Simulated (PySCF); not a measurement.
C2H7NSi2, SMILES N1[C@@H]([SiH2]C=1)[SiH3]. Geometry: PBE-D3(BJ)/def2-SVP. The structure was generated by enumeration; whether it is a known compound was not checked.

### Question
Give the equilibrium geometry at PBE-D3(BJ)/def2-SVP (PySCF confirms it by a frequency run) as Cartesian coordinates in Å. (Estimate from the structure and the level; the computed values follow.)

### Answer

```xyz
12

Si     1.7624     0.7226     0.3089
C      0.3776    -0.5737     0.1905
N     -0.6663    -0.3689     1.2471
C     -1.7461    -0.0823     0.5803
Si    -0.9990    -0.3319    -1.1432
H      1.1719     2.0962     0.1395
H      2.4731     0.6489     1.6320
H      2.7500     0.4726    -0.8001
H      0.8397    -1.5823     0.2719
H     -2.6937     0.1584     1.1004
H     -1.4426    -1.5602    -1.8962
H     -0.9105     0.8140    -2.1210
```
Charge 0, spin multiplicity 1.
